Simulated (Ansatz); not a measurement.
isobutene (C$_{4}$H$_{8}$), singlet, at a GFN2-xTB geometry; B3LYP/STO-3G (Ansatz, a first-principles code).

Ansatz was given this input:
Ansatz 0.2 input:
```yaml
crystal:
  periodic: [false, false, false]
  atoms:
    - {symbol: C, position_ang: [-0.00358310, -0.00726810, 1.44953113]}
    - {symbol: C, position_ang: [-0.00031404, -0.00063701, 0.12704302]}
    - {symbol: H, position_ang: [-0.00279626, 0.90390212, 2.02374365]}
    - {symbol: H, position_ang: [-0.00718605, -0.92415062, 2.01456675]}
    - {symbol: C, position_ang: [0.00471228, 1.26727735, -0.67219236]}
    - {symbol: H, position_ang: [0.00522655, 2.14004904, -0.02485143]}
    - {symbol: H, position_ang: [0.88583506, 1.30548006, -1.31233657]}
    - {symbol: H, position_ang: [-0.87305594, 1.30972549, -1.31666310]}
    - {symbol: C, position_ang: [-0.00135772, -1.26047284, -0.68488177]}
    - {symbol: H, position_ang: [-0.00505058, -2.13969210, -0.04633590]}
    - {symbol: H, position_ang: [-0.87930414, -1.29223249, -1.32972503]}
    - {symbol: H, position_ang: [0.87958687, -1.29647792, -1.32539850]}
basis:
  gaussian:
    orbitals: STO-3G
hamiltonian:
  xc: b3lyp
```

Task: What does Ansatz print? Leave out banner, timings and long lists.

Result: 
```
Functional definition: B3LYP
387 factors; integrals over basis functions are off by at most 4.4e-5 eV
mean field evaluation 1: about -4226.5833 eV, gradient 6.9e0 eV
mean field evaluation 2: about -4226.4021 eV, gradient 1.1e1 eV
mean field evaluation 4: about -4226.7347 eV, gradient 2.6e-1 eV
mean field evaluation 8: about -4226.6628 eV, gradient 1.4e-3 eV
mean field -4226.66279691 eV, -155.3269928515 hartree, gradient 1.6e-5 eV, S^2 0.000000; 0 other end points of the search recorded, 0 dependent functions left out
reference -4226.66298465 eV, -155.3269997508 hartree; 16, 16 occupied and 12, 12 virtual orbitals, 387 factors
Total energy: -4226.66298465 eV, -155.3269997508 hartree
```
